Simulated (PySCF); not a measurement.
**Electron correlation in F⁻ (fluorine, charge -1)**

[Ne], closed-shell 1S. Computed with PySCF 2.14 in dyall-acv3z, with no relativity, point nucleus. Frozen: nothing; 10 electrons correlated; the 5 highest virtual orbitals of each spin left out.

| level | correlation energy (mhartree) |
| --- | --- |
| CCSD | -351.68 |
| (T) | -11.04 |
| CCSD(T) | -362.72 |

Diagnostics: T1 = 0.019, D1 = 0.0337, largest double amplitude 0.032.

Is a single reference adequate?

Yes: T1 lies below 0.03 and no double amplitude reaches 0.07.
